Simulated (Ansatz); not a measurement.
`[GeH3][SbH2]` + `F[SiH](F)S` → `F[SiH](F)[S][GeH3]` + `[SbH3]`  (cleavage of the Ge–Sb bond)

Computed with Ansatz on PBE0-D4/def2-TZVP structures; ΔE is electronic, products minus reactants. CBS: MP2 limit from def2 TZ/QZ plus the TZ coupled-cluster correction, frozen cores. DFT in def2-TZVPP. B3LYP here is the variant with VWN-RPA as its local correlation; programs differ in this. def2 core potentials past Kr. For Ge, Sb outer-core shells are correlated without core-valence functions, which leaves a few kJ/mol of doubt a bond. Scalar relativity is left out up to krypton. Each species was taken in one conformer, which may not be the lowest.

```
             level  ΔE (kJ/mol)  difference from CCSD(T)/CBS
            PBE-D4         -0.9                          1.0
         r2SCAN-D4         -4.6                         -2.7
           PBE0-D4         -2.3                         -0.4
          B3LYP-D4         -3.5                         -1.6
           ωB97X-V         -7.2                         -5.3
           ωB97M-V         -5.9                         -4.0
            B2PLYP         -2.0                         -0.1
               PBE          2.1                          4.0
            r2SCAN         -3.8                         -1.9
              PBE0          0.3                          2.2
             B3LYP          1.3                          3.2
     HF/def2-TZVPP         -7.9                         -6.0
    MP2/def2-TZVPP         -5.2                         -3.3
SCS-MP2/def2-TZVPP         -7.0                         -5.1
   CCSD/def2-TZVPP         -5.6                         -3.7
CCSD(T)/def2-TZVPP         -6.3                         -4.4
     HF/def2-QZVPP         -7.5                         -5.6
    MP2/def2-QZVPP         -2.5                         -0.6
SCS-MP2/def2-QZVPP         -4.9                         -3.0
      HF/CBS(def2)         -7.5                         -5.6
     MP2/CBS(def2)         -0.8                          1.1
    CCSD/CBS(def2)         -1.2                          0.7
       CCSD(T)/CBS         -1.9                            0
```

Largest T1 diagnostic among the species: 0.014.

The D4 term adds −4.8 kJ/mol with B3LYP and −2.6 kJ/mol with PBE0; it sums over pairs of atoms, weighted by their polarisabilities, and B3LYP, whose exchange is more repulsive, gets the larger term.
